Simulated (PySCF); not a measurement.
## KCl, HF: how much the basis matters

PySCF, RHF reference; singlet, unpaired electrons none; De to K + Cl without counterpoise correction.

```
     basis     relativity  functions  Re (Å)  ωe (cm⁻¹)  De (eV)   μ (D)
  def2-SVP  no relativity         42   2.710        289     3.08  -10.46
 def2-SVPD  no relativity         54   2.773        265     3.37  -11.30
def2-TZVPP  no relativity         75   2.750        267     3.19  -11.00
```

(1) How does each smaller set differ from the one with most functions, def2-TZVPP?

A positive dipole means K(−)Cl(+). Where the molecule has an RHF reference, its open-shell atoms are computed with UHF. Hartree–Fock leaves out correlation, which carries a large part of most bond energies and some tenths to 1 eV of ionisation energies.

Answers

(1) def2-SVP: -4.0 pm, +8.2 % in ωe, -0.11 eV in De; def2-SVPD: +2.3 pm, -0.7 % in ωe, +0.18 eV in De. All at HF; the set with most functions is neither the basis-set limit nor always the best.
